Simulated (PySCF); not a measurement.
## How methods differ on the excitation energy of P(2+)

P(2+) [Ne] 3s2 3p1 (2P) → P(2+) [Ne] 3s1 3p2 (4P), as a difference of total energies. Computed with PySCF 2.14 in dyall-acv3z (19s12p6d4f, 113 functions), with no relativity, point nucleus. Correlated levels: valence: [Ne] frozen; valence and next inner shell: 1s2 frozen; virtual orbitals above 40 to 60 times the deepest correlated orbital energy dropped. The calculations carry no spin-orbit coupling.

```csv
method,excitation energy (eV)
UHF,5.418
LDA,7.035
PBE,6.906
PBE0,6.716
r2SCAN,6.162
TPSS,6.788
M06-2X,7.265
MN15,6.609
MP2 (valence),6.415
SCS-MP2 (valence),6.804
MP2 (valence and next inner shell),6.625
SCS-MP2 (valence and next inner shell),6.960
```

How much does correlation contribute at MP2 (valence and next inner shell)?

6.625 − (5.418) = 1.207 eV, measured against UHF.

A first-order spin-orbit estimate (lowest level to lowest level, LS coupling) adds 0.005 eV.
